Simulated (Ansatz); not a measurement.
Two isomers of C4H2F4: A = `F/C=C(F)/C(F)=C/F`, B = `FC1(F)C=CC1(F)F`.

Computed with Ansatz on PBE0-D4/def2-TZVP structures; ΔE is electronic, products minus reactants. CCSD(T)/CBS adds triple-zeta CCSD(T) − MP2 to the extrapolated MP2 energy (def2 sets, frozen cores). DFT in def2-TZVPP. B3LYP here is the variant with VWN-RPA as its local correlation; programs differ in this. One conformer a species, not always the lowest.

(1) Which is lower in electronic energy at CCSD(T)/CBS, and by how much? (An estimate is asked.)

(2) Give E(B) − E(A) in kcal/mol with ωB97M-V, CCSD(T)/def2-SVP, r2SCAN-D4, B3LYP, B2PLYP, CCSD(T)/def2-TZVPP, B3LYP-D4. (An estimate is asked.)

(3) Does the order hold for the free energy at 298.15 K (harmonic terms from PBE0-D4)? (Best estimate.)

Largest T1 diagnostic: 0.013.

## Answers

(1) Ansatz gave: B, by 16.4 kcal/mol.

(2) The calculation gave: ωB97M-V -16.8, CCSD(T)/def2-SVP -16.3, r2SCAN-D4 -12.6, B3LYP -8.5, B2PLYP -12.2, CCSD(T)/def2-TZVPP -15.9, B3LYP-D4 -9.1. None reverses the order clearly.

(3) Computed: Yes: G(B) − G(A) = -15.0 kcal/mol, for one conformer each.

From BLYP to BHLYP (50 % exact exchange), in def2-TZVPP and without D4, E(B) − E(A) moves by −8.5 kcal/mol. Leaving LDA and LC-ωPBE aside and taking each functional with its dispersion term where it has one, the values, not all of them listed here, spread over 13.4 kcal/mol, from PBE-QIDH to BLYP-D4. LDA lies −3.9 kcal/mol from PBE without D4.
